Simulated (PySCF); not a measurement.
Two species compared at the same levels of theory.

First species: C6H12Cl2Si.
SMILES: `CC[C@@H]1C[C@@]1([SiH3])C(Cl)Cl`

Second species: Bis(dimethylamino)dimethylsilane, C₆H₁₈N₂Si.
Geometry (GFN2-xTB, Å), atoms numbered from 1 in this order:
```xyz
27
C6H18N2Si angstrom
C     -1.560    1.706    0.446
N     -1.270    0.580   -0.408
C     -2.403    0.216   -1.219
Si    -0.042   -0.561    0.030
C      0.189   -1.774   -1.428
C     -0.435   -1.571    1.603
N      1.342    0.428    0.357
C      1.786    1.407   -0.606
C      2.416   -0.013    1.208
H     -2.395    1.496    1.126
H     -1.831    2.574   -0.163
H     -0.680    1.948    1.035
H     -2.723    1.076   -1.814
H     -3.257   -0.108   -0.608
H     -2.133   -0.592   -1.890
H      0.267   -1.248   -2.375
H      1.103   -2.344   -1.296
H     -0.625   -2.487   -1.510
H     -0.428   -0.945    2.490
H      0.267   -2.383    1.763
H     -1.424   -2.013    1.524
H      2.575    1.008   -1.255
H      2.187    2.284   -0.087
H      0.947    1.714   -1.222
H      2.036   -0.700    1.957
H      3.208   -0.518    0.639
H      2.864    0.848    1.715
```

Levels: PBE0/pcSseg-1 for dipole moment, HOMO energy, LUMO energy and HOMO–LUMO gap; GFN2-xTB for rotational constant A and rotational constant C. Geometries: GFN2-xTB. Each species is one conformer at its optimised geometry, gas phase, non-relativistic unless stated. Electronic properties by PySCF.

Dipoles, sizes and rotational constants follow the conformer. The torsions of the flexible species, by atom-mapped SMILES:
- `[CH3:1][CH2:2][C@@H:3]1[CH2:4][C@@:5]1([SiH3:6])[CH:7]([Cl:8])[Cl:9]`: C1–C2–C3–C4 -87°, C4–C5–C7–Cl8 158°
- `[CH3:1][N:2]([CH3:3])[Si:4]([CH3:5])([CH3:6])[N:7]([CH3:8])[CH3:9]`: C1–N2–Si4–C5 -173°, N2–Si4–N7–C8 -52°

**Question.** Which of the two has the higher LUMO energy, and by how much?

**Answer.** The second: 1.11 eV against 0.08 eV, a difference of 1.03 eV.

**Question.** Which of the two has the higher rotational constant C, and by how much?

**Answer.** The second: 0.937 GHz against 0.571 GHz, a difference of 0.366 GHz.

**Question.** Which of the two has the higher HOMO energy, and by how much?

**Answer.** The second: -6.00 eV against -8.23 eV, a difference of 2.23 eV.

**Question.** Which of the two has the higher HOMO–LUMO gap, and by how much?

**Answer.** The first: 8.31 eV against 7.11 eV, a difference of 1.20 eV.

**Question.** Which has the higher rotational constant A?

**Answer.** The second: 1.601 GHz against 1.148 GHz, a difference of 0.453 GHz.

**Question.** Which of the two has the higher dipole moment, and by how much?

**Answer.** The first: 2.05 D against 0.10 D, a difference of 1.95 D.

On the first: A dipole of 2.05 D is allowed in C1, and pure rotational transitions are dipole-allowed. In atomic units the dipole is 0.81 e·bohr (1 au = 2.5417 D).

